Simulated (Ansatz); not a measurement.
Consider the hydrogenolysis of a Ge–F bond: `[CH3][GeH]([F])[GeH3]` + H₂ → `[CH3][GeH2][GeH3]` + H–F.

Calculated with Ansatz (gas phase, PBE0-D4/def2-TZVP geometries, no zero-point term in ΔE). CCSD(T)/CBS is the MP2 limit (def2-TZVPP, def2-QZVPP) plus CCSD(T) − MP2 in def2-TZVPP, frozen cores. This one scheme is used for every species. DFT in def2-TZVPP. For Ge outer-core shells are correlated without core-valence functions, which leaves a few kJ/mol of doubt a bond. Scalar relativity is left out up to krypton.

```tsv
level	ΔE (kJ/mol)	difference from CCSD(T)/CBS
PBE-D4	42.4	5.2
r2SCAN-D4	49.4	12.2
PBE0-D4	36.0	-1.2
ωB97X-V	47.0	9.8
B2PLYP	45.5	8.3
PBE	41.4	4.2
r2SCAN	49.1	11.9
PBE0	35.2	-2.0
HF/def2-TZVPP	42.7	5.5
MP2/def2-TZVPP	40.0	2.8
CCSD(T)/def2-TZVPP	37.7	0.5
HF/def2-QZVPP	44.7	7.5
MP2/def2-QZVPP	40.4	3.2
HF/CBS(def2)	45.0	7.8
MP2/CBS(def2)	39.5	2.3
CCSD/CBS(def2)	35.4	-1.8
CCSD(T)/CBS	37.2	0
```

Largest T1 diagnostic among the species: 0.012.

From PBE to PBE0 (25 % exact exchange), in def2-TZVPP and without D4, ΔE moves by −6.2 kJ/mol.
